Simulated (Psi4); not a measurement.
SSn (SMILES [S]=[Sn]), singlet, geometry from GFN2-xTB (such geometries of metal compounds can be far from the true shape) (core potentials on Sn); BHHLYP/def2-SVP, TDA (Psi4).

Here is a job for Psi4.
```
memory 2 GB

molecule mol {
0 1
Sn   -0.000000   -0.000000   -0.541068
S     0.000000    0.000000    1.690837
symmetry c1
}

set {
  basis def2-svp
  reference rks
  puream true
  save_jk true
  tdscf_states [5]
  tdscf_tda true
  d_convergence 1e-8
}

energy('td-bhhlyp')
print_variables()
```

The log (banner, timings and long lists left out):

```
   => Loading Basis Set <=

    Name: DEF2-SVP
    Role: ORBITAL
    Keyword: BASIS

    !!!  WARNING: ECP capability is in beta. Please check occupations closely.  !!!

         ---------------------------------------------------------
                                   SCF
               by Justin Turney, Rob Parrish, Andy Simmonett
                          and Daniel G. A. Smith
                              RKS Reference
         ---------------------------------------------------------

  ==> Geometry <==

    Molecular point group: c1
    Full point group: C_inf_v

    Geometry (in Angstrom), charge = 0, multiplicity = 1:

       Center              X                  Y                   Z               Mass
    ------------   -----------------  -----------------  -----------------  -----------------
         SN           0.000000000000     0.000000000000    -0.469853281908   119.902201630000
         S            0.000000000000     0.000000000000     1.762051718092    31.972071174400

  Running in c1 symmetry.

  Rotational constants: A = ************  B =      0.13407  C =      0.13407 [cm^-1]
  Rotational constants: A = ************  B =   4019.31526  C =   4019.31526 [MHz]
  Nuclear repulsion =   83.458022700715304

  Charge       = 0
  Multiplicity = 1
  Electrons    = 38
  Nalpha       = 19
  Nbeta        = 19

  ==> Algorithm <==

  SCF Algorithm Type is DF.
  DIIS enabled.
  MOM disabled.
  Fractional occupation disabled.
  Guess Type is SAD.
  Energy threshold   = 1.00e-06
  Density threshold  = 1.00e-08
  Integral threshold = 1.00e-12

  ==> Primary Basis <==

  Basis Set: DEF2-SVP
    Blend: DEF2-SVP
    Number of shells: 18
    Number of basis functions: 44
    Number of Cartesian functions: 47
    Spherical Harmonics?: true
    Max angular momentum: 2

  Core potential: DEF2-SVP
    Number of shells: 4
    Number of ECP primitives: 18
    Number of ECP core electrons: 28
    Max angular momentum: 3

  ==> DFT Potential <==

   => LibXC <=

    Version 7.1.2
    S. Lehtola, C. Steigemann, M. J. T. Oliveira, and M. A. L. Marques,  SoftwareX 7, 1–5 (2018) (10.1016/j.softx.2017.11.002)

   => Composite Functional: BHANDHLYP <=

    BHandHLYP Hyb-GGA Exchange-Correlation Functional

    A. D. Becke,  J. Chem. Phys. 98, 1372 (1993) (10.1063/1.464304)
    Defined through Gaussian implementation.

    Deriv               =              1
    GGA                 =           TRUE
    Meta                =          FALSE

[...]
  @DF-RKS Final Energy:  -612.33014516154651
    Total Energy =                       -612.3301451615465112
[...]
     1        A->A (1 A)       0.11596         3.15552        -612.21418       0.0000          0.0000          0.0000         -0.0000
     2        A->A (1 A)       0.12564         3.41879        -612.20451       0.0000          0.0000          0.0000         -0.0000
     3        A->A (1 A)       0.12564         3.41879        -612.20451       0.0000          0.0000         -0.0000          0.0000
     4        A->A (1 A)       0.13778         3.74912        -612.19237       0.0247          0.0008         -0.0000         -0.0000
     5        A->A (1 A)       0.13778         3.74912        -612.19237       0.0247          0.0008          0.0000          0.0000

Contributing excitations
Only contributions with abs(coeff) > 1.00e-01 will be printed:

Excited State    1 (1 A):   0.11596 au   392.91 nm f = 0.0000
  Sums of squares: Xssq =  1.000000e+00
     18a  ->  21a     0.705626 (49.791%)
     19a  ->  20a    -0.705626 (49.791%)

Excited State    2 (1 A):   0.12564 au   362.66 nm f = 0.0000
  Sums of squares: Xssq =  1.000000e+00
     18a  ->  20a     0.701956 (49.274%)
     19a  ->  21a    -0.701956 (49.274%)

Excited State    3 (1 A):   0.12564 au   362.66 nm f = 0.0000
  Sums of squares: Xssq =  1.000000e+00
     18a  ->  21a    -0.701956 (49.274%)
     19a  ->  20a    -0.701956 (49.274%)

Excited State    4 (1 A):   0.13778 au   330.70 nm f = 0.0247
  Sums of squares: Xssq =  1.000000e+00
     17a  ->  21a    -0.991890 (98.384%)

Excited State    5 (1 A):   0.13778 au   330.70 nm f = 0.0247
  Sums of squares: Xssq =  1.000000e+00
     17a  ->  20a    -0.991890 (98.384%)

******************************************************************************************
**********                               WARNING                                **********
**********       The names of excited state variables changed between 1.5       **********
**********     and 1.6. For a quick solution, remove the symmetry specifier     **********
**********   from the variable name. For full details, see 'Notes on Psivars'   **********
**********                        in the documentation.                         **********
******************************************************************************************

  Variable Map:
  ----------------------------------------------------------------------------
[...]
  Array Variable Map:
  ----------------------------------------------------------------------------
[...]
[...]
```
